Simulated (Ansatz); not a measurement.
Ligands exchanged one at a time, B OH-H. Isolated molecules, 0 K electronic values unless said otherwise. One relaxed conformer stands for each flexible species; it need not be the lowest. Strings in code marks are SMILES.

Quantity: vertical ionisation energy (energy after one electron is removed minus that of the parent at the parent's geometry), in eV.

A: `B`
B: `OBO` (H–O–B–O torsion 180°, O–B–O–H torsion 180°)
C: `BO`

### Question
Rank these by vertical ionisation energy (energy after one electron is removed minus that of the parent at the parent's geometry) (lowest first), as frozen-core MP2/cc-pVTZ // B3LYP-D3(BJ)/def2-TZVP (Ansatz, a first-principles code) gives it.

### Answer
C (12.05 eV), B (12.22 eV), A (13.26 eV)
